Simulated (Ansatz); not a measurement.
Consider the ligand exchange at the As–C bond: `OC[AsH2]` + `N[SiH3]` → `[SiH3]N[AsH2]` + CH₃OH.

Calculated with Ansatz (gas phase, PBE0-D4/def2-TZVP geometries, no zero-point term in ΔE). CBS: MP2 limit from def2 TZ/QZ plus the TZ coupled-cluster correction, frozen cores. This one scheme is used for every species. DFT in def2-TZVPP. HSE06 is defined as in plane-wave codes. For As outer-core shells are correlated without core-valence functions, which leaves a few kJ/mol of doubt a bond. Scalar relativity is left out up to krypton. One conformer a species, not always the lowest.

| level | ΔE (kJ/mol) |
| --- | --- |
| PBE-D4 | -0.9 |
| HSE06 | -2.2 |

Problem. What does CCSD(T)/CBS give? (Estimate.)

Solution. The calculation gave: -6.7 kJ/mol. The listed levels differ from it by 5.8, 4.5 kJ/mol.

Largest T1 diagnostic among the species: 0.011.

From PBE to PBE0 (25 % exact exchange), in def2-TZVPP and without D4, ΔE moves by −3.6 kJ/mol. At CCSD(T), def2-SVP lies −4.5 kJ/mol from the extrapolated value and def2-TZVPP −0.7 kJ/mol.
